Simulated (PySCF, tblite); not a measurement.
Compound: C4H10ClFSi.
SMILES with atom numbers: `[CH3:1][CH2:2][CH2:3][SiH2:4][C@@H:5]([F:6])[Cl:7]` (hydrogens: H8, H9, H10 on C1; H11, H12 on C2; H13, H14 on C3; H15, H16 on Si4; H17 on C5)

Cartesian coordinates in Å at the GFN2-xTB level; atoms count from 1:
```
atom  x, y, z in Å
C1    -2.704    0.422    0.367
C2    -1.527   -0.236   -0.344
C3    -0.191    0.174    0.274
Si4    1.291   -0.598   -0.619
C5     2.890   -0.042    0.314
F6     3.996   -0.574   -0.285
Cl7    3.025    1.736    0.237
H8    -3.645    0.113   -0.083
H9    -2.719    0.143    1.418
H10   -2.631    1.505    0.300
H11   -1.631   -1.322   -0.293
H12   -1.539    0.042   -1.399
H13   -0.113    1.264    0.252
H14   -0.192   -0.111    1.329
H15    1.440   -0.127   -1.995
H16    1.290   -2.064   -0.555
H17    2.953   -0.314    1.371
```

Method: B3LYP/def2-SVPD in PySCF (dipole) on a GFN2-xTB geometry, gas phase.

Take the most abundant isotopes and a rigid rotor. The values belong to one conformer with, in the numbering `[CH3:1][CH2:2][CH2:3][SiH2:4][C@@H:5]([F:6])[Cl:7]`, C1–C2–C3–Si4 -179°, C2–C3–Si4–C5 -178°, C3–Si4–C5–F6 180°.

**Question.** What are A, B and C (MHz)?

**Answer.** Ia = 152.11, Ib = 690.74, Ic = 804.99 u·Å²; 505379 MHz·u·Å²/I gives A = 3323, B = 731.6, C = 627.8 MHz.

**Question.** What kind of rotor is it?

**Answer.** A near-prolate asymmetric top. Ray's parameter κ = (2B − A − C)/(A − C) = -0.923; −1 is the prolate and +1 the oblate limit.

**Question.** Is it planar, by Δ = Ic − Ia − Ib?

**Answer.** Not planar: Δ = Ic − Ia − Ib = -37.86 u·Å². For a rigid frame Δ = −2 Σ m c², so Σ m c² = 18.93 u·Å² lies off the ab plane: 10.92 from hydrogen and 8.01 from heavier atoms. The atom farthest from that plane is 1.71 Å away.

**Question.** Give the other two planar moments, Paa and Pbb, and the rms extents of the mass along the axes.

**Answer.** Paa = Σ m a² = (Ib + Ic − Ia)/2 = 671.81 and Pbb = Σ m b² = (Ia + Ic − Ib)/2 = 133.18 u·Å². With the mass M = 140.02 u, the rms extents √(P/M) along a, b and c are 2.19, 0.98, 0.37 Å.

**Question.** Which lines would a microwave search look for?

**Answer.** The dipole components are |μa| = 2.62 D, |μb| = 0.30 D, |μc| = 0.91 D. Intensities carry the squares of the components, which stand as 1.00 : 0.01 : 0.12 (a : b : c). Some lines, for components of 0.1 D or more:

| type | branch | J(Ka,Kc) | MHz | lower level (cm⁻¹) |
| --- | --- | --- | --- | --- |
| a | Q | 2(1,1) ← 2(1,2) | 312 | 0.219 |
| c | Q | 2(1,2) ← 2(0,2) | 2490 | 0.136 |
| c | Q | 1(1,1) ← 1(0,1) | 2591 | 0.045 |
| a | R | 2(1,2) ← 1(1,1) | 2615 | 0.132 |
| b | Q | 1(1,0) ← 1(0,1) | 2695 | 0.045 |
| a | R | 2(0,2) ← 1(0,1) | 2716 | 0.045 |
| b | Q | 2(1,1) ← 2(0,2) | 2802 | 0.136 |
| b | R | 2(1,2) ← 1(0,1) | 5206 | 0.045 |
| c | Q | 2(2,1) ← 2(1,1) | 7773 | 0.229 |
| b | Q | 2(2,0) ← 2(1,1) | 7776 | 0.229 |
| b | Q | 2(2,1) ← 2(1,2) | 8084 | 0.219 |
| b | R | 2(2,1) ← 1(1,0) | 10595 | 0.135 |

Its GFN2-xTB frequencies are all real (lowest 36 cm⁻¹). Zero-point vibration and centrifugal distortion are left out. A rigid rotor knows nothing of internal rotation, which can split or shift real lines. Quadrupole hyperfine structure (35Cl) is left out.

Time: 91 s wall; peak memory 0.91 GiB. Hardware: one thread of an Arm Neoverse N1, no GPU, on a shared host. This is the B3LYP/def2-SVPD job that gave the dipole, with the excitations it also computed.
